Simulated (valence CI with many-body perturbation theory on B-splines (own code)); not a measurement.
**E1 line list for Nb³⁴⁺**

Level of theory: valence CI with perturbative core correlation (CI+MBPT): five valence electrons over a frozen Dirac-Fock core [He], radial functions for each j: 9 s, 9 p, 8 d, 6 f, 3 g, 1 h, with the one-electron correlation potential Σ1, the two-electron term Σ2, the three-electron term Σ3, Breit, model QED; selected CI, second order for the rest (own B-spline code, finite nucleus).

The last digits are not significant, and no measured levels were compared; by estimate large intervals hold to a few tenths of a per cent, small ones and those within an open d or f shell to about a per cent. Among the levels kept, up to 2100 cm⁻¹ of a level comes from second order outside the variational space, and about a tenth of that is noise between levels of different J, which matters for small intervals.

Lines 101 to 150 of 247 in falling wavelength, among levels below 2858.0 eV, chosen from the strongest by gf and those to the six lowest levels. Wavelengths and rates use the calculated energies. Electric multipoles are in the length gauge, E1 and E2 with the static RPA response of the core. Weak lines are less certain than strong ones. Lines between different terms over intervals too small for the method are left out, as are lines whose strength nearly cancels. The highest levels of a list are the least certain.

Levels are named by their leading jj configuration (3d3/2^4 stands for four electrons in 3d with j = 3/2), which in mixed levels can hold well under half, so a name can repeat and another be missing. Letters in brackets count levels of one name in rising energy.

```csv
λ vac (Å),Upper,Lower,A (s⁻¹),S (a.u.)
46.27,(2p1/2 2p3/2^4) J=1/2,(2s 2p1/2 2p3/2^3) J=3/2 [b],3.22e+11,3.15e-02
44.53,(2s 2p1/2 2p3/2^3) J=3/2 [b],(2s^2 2p1/2 2p3/2^2) J=1/2,6.39e+10,1.11e-02
44.35,(2s 2p1/2 2p3/2^3) J=5/2,(2s^2 2p1/2 2p3/2^2) J=3/2,3.95e+09,1.02e-03
44.31,(2p1/2 2p3/2^4) J=1/2,(2s 2p1/2 2p3/2^3) J=1/2,9.99e+10,8.58e-03
44.00,(2s 2p1/2^2 2p3/2^2) J=1/2,(2s^2 2p1/2^2 2p3/2) J=3/2,1.43e+11,1.20e-02
43.92,(2s 2p1/2^2 2p3/2^2) J=3/2,(2s^2 2p1/2^2 2p3/2) J=3/2,2.11e+11,3.52e-02
43.61,(2s 2p3/2^4) J=1/2,(2s^2 2p3/2^3) J=3/2,3.62e+11,2.96e-02
43.33,(2p1/2^2 2p3/2^3) J=3/2,(2s 2p1/2^2 2p3/2^2) J=3/2,1.62e+11,2.60e-02
41.51,(2s 2p1/2 2p3/2^3) J=3/2 [b],(2s^2 2p1/2 2p3/2^2) J=5/2,3.35e+11,4.72e-02
41.02,(2s 2p1/2 2p3/2^3) J=1/2,(2s^2 2p1/2 2p3/2^2) J=3/2,2.44e+11,1.66e-02
37.47,(2p1/2^2 2p3/2^3) J=3/2,(2s 2p1/2^2 2p3/2^2) J=5/2,6.14e+10,6.38e-03
35.86,(2s 2p1/2 2p3/2^3) J=3/2 [a],(2s^2 2p1/2^2 2p3/2) J=3/2,1.89e+10,1.72e-03
31.77,(2s 2p1/2 2p3/2^3) J=1/2,(2s^2 2p1/2^2 2p3/2) J=3/2,1.92e+10,6.08e-04
30.84,(2s 2p1/2 2p3/2^3) J=3/2 [b],(2s^2 2p1/2^2 2p3/2) J=3/2,1.79e+10,1.03e-03
30.38,(2s 2p3/2^4) J=1/2,(2s^2 2p1/2 2p3/2^2) J=3/2,3.20e+10,8.87e-04
5.257,(2s^2 2p1/2^2 3p3/2) J=3/2,(2s 2p1/2^2 2p3/2^2) J=5/2,9.24e+10,2.65e-05
5.076,(2s^2 2p1/2 2p3/2 3p1/2) J=3/2 [b],(2s 2p1/2^2 2p3/2^2) J=5/2,3.07e+11,7.94e-05
5.075,(2s^2 2p1/2 2p3/2 3p3/2) J=5/2 [a],(2s 2p1/2^2 2p3/2^2) J=5/2,1.22e+11,4.71e-05
5.038,(2s^2 2p1/2 2p3/2 3p3/2) J=3/2 [b],(2s 2p1/2^2 2p3/2^2) J=5/2,7.84e+11,1.98e-04
5.030,(2s 2p1/2^2 2p3/2 3s) J=3/2 [a],(2s 2p1/2^2 2p3/2^2) J=1/2,4.28e+12,1.08e-03
5.023,(2s^2 2p1/2 2p3/2 3p3/2) J=5/2 [b],(2s 2p1/2^2 2p3/2^2) J=5/2,3.80e+11,1.43e-04
4.985,(2s^2 2p1/2 2p3/2 3s) J=1/2,(2s^2 2p1/2 2p3/2^2) J=1/2,5.33e+12,6.52e-04
4.980,(2s 2p1/2 2p3/2^2 3s) J=3/2,(2s 2p1/2 2p3/2^3) J=3/2 [a],1.20e+13,2.93e-03
4.980,(2s 2p1/2 2p3/2^2 3s) J=5/2 [b],(2s 2p1/2 2p3/2^3) J=5/2,1.29e+13,4.72e-03
4.975,(2s 2p1/2^2 2p3/2 3s) J=5/2,(2s 2p1/2^2 2p3/2^2) J=5/2,3.76e+12,1.37e-03
4.963,(2s 2p1/2^2 2p3/2 3s) J=1/2,(2s 2p1/2^2 2p3/2^2) J=3/2,9.24e+12,1.12e-03
4.963,(2s^2 2p1/2 2p3/2 3s) J=3/2 [b],(2s^2 2p1/2 2p3/2^2) J=1/2,5.47e+12,1.32e-03
4.957,(2s 2p1/2^2 2p3/2 3s) J=3/2 [b],(2s 2p1/2^2 2p3/2^2) J=3/2,7.40e+12,1.78e-03
4.955,(2s^2 2p1/2 2p3/2 3s) J=3/2 [a],(2s^2 2p1/2 2p3/2^2) J=5/2,1.33e+12,3.19e-04
4.948,(2s^2 2p3/2^2 3s) J=5/2,(2s^2 2p3/2^3) J=3/2,2.33e+12,8.35e-04
4.942,(2s 2p1/2^2 2p3/2 3s) J=3/2 [a],(2s 2p1/2^2 2p3/2^2) J=5/2,1.21e+13,2.87e-03
4.938,(2s^2 2p3/2^2 3s) J=3/2,(2s^2 2p3/2^3) J=3/2,1.64e+13,3.90e-03
4.931,(2s^2 2p1/2 2p3/2 3s) J=5/2,(2s^2 2p1/2 2p3/2^2) J=5/2,6.06e+12,2.15e-03
4.928,(2s^2 2p1/2^2 3s) J=1/2,(2s^2 2p1/2^2 2p3/2) J=3/2,1.39e+13,1.64e-03
4.925,(2s^2 2p1/2 2p3/2 3s) J=3/2 [a],(2s^2 2p1/2 2p3/2^2) J=3/2,5.15e+12,1.22e-03
4.923,(2s^2 2p1/2 2p3/2 3s) J=3/2 [b],(2s^2 2p1/2 2p3/2^2) J=5/2,1.12e+13,2.63e-03
4.920,(2s^2 2p1/2^2 3d3/2) J=3/2,(2s^2 2p1/2 2p3/2^2) J=1/2,1.16e+11,2.72e-05
4.915,(2s^2 2p1/2 2p3/2 3d3/2) J=3/2 [a],(2s^2 2p3/2^3) J=3/2,8.75e+11,2.05e-04
4.915,(2s^2 2p1/2 2p3/2 3s) J=1/2,(2s^2 2p1/2 2p3/2^2) J=3/2,1.40e+13,1.64e-03
4.901,(2s^2 2p1/2 2p3/2 3s) J=5/2,(2s^2 2p1/2 2p3/2^2) J=3/2,3.77e+11,1.31e-04
4.893,(2s^2 2p1/2 2p3/2 3s) J=3/2 [b],(2s^2 2p1/2 2p3/2^2) J=3/2,2.52e+12,5.83e-04
4.890,(2s^2 2p3/2^2 3s) J=1/2,(2s^2 2p3/2^3) J=3/2,7.34e+12,8.48e-04
4.888,(2s^2 2p1/2 2p3/2 3d5/2) J=5/2 [a],(2s^2 2p3/2^3) J=3/2,3.16e+11,1.09e-04
4.886,(2s^2 2p1/2 2p3/2 3d5/2) J=3/2 [a],(2s^2 2p3/2^3) J=3/2,2.85e+11,6.56e-05
4.872,(2s^2 2p1/2 2p3/2 3d3/2) J=5/2 [b],(2s^2 2p3/2^3) J=3/2,8.54e+10,2.92e-05
4.870,(2s 2p1/2^2 2p3/2 3s) J=3/2 [b],(2s 2p1/2^2 2p3/2^2) J=5/2,1.90e+12,4.34e-04
4.853,(2s^2 2p1/2^2 3d5/2) J=5/2,(2s^2 2p1/2 2p3/2^2) J=5/2,3.41e+11,1.15e-04
4.851,(2s^2 2p1/2^2 3d3/2) J=3/2,(2s^2 2p1/2 2p3/2^2) J=3/2,7.17e+11,1.62e-04
4.848,(2s^2 2p1/2 2p3/2 3d5/2) J=3/2 [b],(2s^2 2p3/2^3) J=3/2,4.77e+11,1.07e-04
4.844,(2s^2 2p1/2 2p3/2 3d5/2) J=1/2,(2s^2 2p3/2^3) J=3/2,1.78e+12,2.00e-04
```
